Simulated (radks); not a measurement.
The numbers below are computed, except where a source is named.
Ionisation of neutral calcium, [Ar] 4s2, to Ca+, [Ar] 4s1, under several functionals. Scalar-relativistic Kohn-Sham, spin-unpolarised, spherical densities, finite nucleus; a radial shooting solver on a logarithmic mesh with Libxc functionals.

| functional | E(Ca) (hartree) | Exc (hartree) | IE (eV) | -e(HOMO) (eV) | <r> HOMO (bohr) | IE error (eV) |
|---|---|---|---|---|---|---|
| PW91 | -680.54856 | -36.21144 | 6.341 | 3.797 | 4.015 | +0.227 |
| MS2 meta-GGA | -680.52632 | -36.19098 | 6.331 | 3.893 | 4.094 | +0.218 |
| LDA (Slater exchange, VWN5 correlation) | -678.69736 | -34.31007 | 6.456 | 3.863 | 3.973 | +0.343 |
| PBE | -680.32405 | -35.98004 | 6.309 | 3.766 | 4.020 | +0.196 |
| r2SCAN | -680.51084 | -36.16433 | 6.307 | 3.832 | 4.079 | +0.194 |
| OLYP | -680.60833 | -36.29740 | 6.006 | 3.513 | 4.089 | -0.107 |
| SCAN | -680.60695 | -36.26864 | 6.290 | 3.842 | 4.068 | +0.177 |
| B86b exchange with PBE correlation | -680.53455 | -36.19634 | 6.334 | 3.784 | 4.011 | +0.221 |
| SOGGA | -679.32977 | -34.96094 | 6.212 | 3.695 | 4.029 | +0.099 |
| LDA (Slater exchange, Perdew-Wang correlation) | -678.69038 | -34.30282 | 6.458 | 3.864 | 3.973 | +0.345 |
| HCTH/407 | -680.68691 | -36.38994 | 6.291 | 3.778 | 4.086 | +0.178 |

NIST Atomic Spectra Database: 6.113 eV (measured). Closest: SOGGA. The Delta-SCF values span 0.45 eV, the total energies 2.00 hartree. The highest occupied level is 4s. Spin polarisation and multiplet splitting are left out, so open shells lie too high by an amount that depends on their filling.

Beside tabulated values, note that spin-unpolarised runs miss the spin-polarisation part of the exchange energy of open shells.
